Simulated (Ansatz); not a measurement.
A set of 12 reactions (redistribution), with CCSD(T)/CBS values in kJ/mol:

```json
{"reaction": "`N[SiH](S)CCl` + `[CH3][GaH][SiH3]` → `N[SiH]([SiH3])CCl` + `[CH3][GaH][SH]`", "ΔE": "-14.7"}
{"reaction": "`[TeH]C1O[SiH2]1` + `F[SiH2]CS` → `F[SiH2]C[TeH]` + `SC1O[SiH2]1`", "ΔE": "-18.3"}
{"reaction": "`Cl[SiH2]Cl` + `C[SiH2]C[SiH2]O` → `C[SiH2][SiH](Cl)Cl` + `C[SiH2]O`", "ΔE": "2.7"}
{"reaction": "`[BH2][AlH][AlH][CH3]` + `C[S][GeH3]` → `[BH2][AlH][S]C` + `[CH3][AlH][GeH3]`", "ΔE": "-96.6"}
{"reaction": "`C=CS[SiH3]` + `C[N](C)[ZnH]` → `C=CS[SiH2]C` + `C[NH][ZnH]`", "ΔE": "-76.7"}
{"reaction": "`C#[C][Al]([F])[F]` + `CC(C)[NH][Ge]([Cl])([Cl])[Cl]` → `CC(C)[NH][Al]([F])[F]` + `C#[C][Ge]([Cl])([Cl])[Cl]`", "ΔE": "-9.8"}
{"reaction": "`BS` + `CC([SiH3])BCl` → `SBBCl` + `CC[SiH3]`", "ΔE": "35.4"}
{"reaction": "`[Cl][Hf]([Cl])([Cl])[SeH]` + `C[O][GeH]([F])[F]` → `[F][GeH]([F])[SeH]` + `C[O][Hf]([Cl])([Cl])[Cl]`", "ΔE": "-64.3"}
{"reaction": "`BSB(O)Cl` + `[OH][GeH3]` → `OB(O)Cl` + `B[S][GeH3]`", "ΔE": "-107.4"}
{"reaction": "`[CH3][Sc]([NH2])[NH2]` + `C[N](C)[Al]([OH])[OH]` → `C[N](C)[Sc]([NH2])[NH2]` + `[CH3][Al]([OH])[OH]`", "ΔE": "-42.0"}
{"reaction": "`[F][Al]1[CH2][SiH]1Cl` + `[CH3][GaH2]` → `Cl[SiH]1[CH2][AlH]1` + `[CH3][GaH][F]`", "ΔE": "73.9"}
{"reaction": "`[CH3][AlH][B](C)F` + `[SH][SnH3]` → `[CH3][AlH][SH]` + `C[B](F)[SnH3]`", "ΔE": "-98.4"}
```

Gas-phase electronic energies from Ansatz, PBE0-D4/def2-TZVP geometries. CCSD(T)/CBS adds triple-zeta CCSD(T) − MP2 to the extrapolated MP2 energy (def2 sets, frozen cores). This one scheme is used for every species. DFT in def2-TZVPP. B3LYP here is the variant with VWN-RPA as its local correlation; programs differ in this. def2 core potentials past Kr. For Ga, Ge, Hf, Sc, Se, Sn, Te, Zn outer-core shells are correlated without core-valence functions, which leaves a few kJ/mol of doubt a bond. Scalar relativity is left out up to krypton. Each species was taken in one conformer, which may not be the lowest.

Q: Give the mean, mean absolute and largest difference (level minus CCSD(T)/CBS, kJ/mol) for: PBE-D4, r2SCAN-D4, B3LYP-D4, ωB97M-V, PBE, r2SCAN, PBE0, SCS-MP2/def2-TZVPP, CCSD/def2-TZVPP, HF/def2-QZVPP, MP2/def2-QZVPP, SCS-MP2/def2-QZVPP, HF/CBS(def2), MP2/CBS(def2). (Best estimate.)

A: Computed: 
| level | mean | mean absolute | largest |
| --- | --- | --- | --- |
| PBE-D4 | -2.3 | 6.2 | -15.5 |
| r2SCAN-D4 | -2.3 | 2.9 | -6.9 |
| B3LYP-D4 | -1.9 | 3.8 | -11.7 |
| ωB97M-V | -1.1 | 2.9 | -8.3 |
| PBE | -2.9 | 6.8 | -14.9 |
| r2SCAN | -2.5 | 3.1 | -7.1 |
| PBE0 | -2.6 | 5.0 | -9.8 |
| SCS-MP2/def2-TZVPP | 0.7 | 2.4 | -6.7 |
| CCSD/def2-TZVPP | -0.3 | 2.3 | -5.4 |
| HF/def2-QZVPP | 0.1 | 6.6 | 14.8 |
| MP2/def2-QZVPP | 0.3 | 3.3 | 7.2 |
| SCS-MP2/def2-QZVPP | 0.7 | 1.8 | 5.8 |
| HF/CBS(def2) | 0.1 | 6.6 | 14.9 |
| MP2/CBS(def2) | 0.1 | 3.3 | 6.9 |

The largest T1 diagnostic in the set is 0.015, for `C[NH][ZnH]` (customary mark 0.02).

CCSD(T)/CBS is a level of theory with its own doubt, and the functionals carry their triple-zeta basis error, so these figures describe this set and don't rank the functionals.
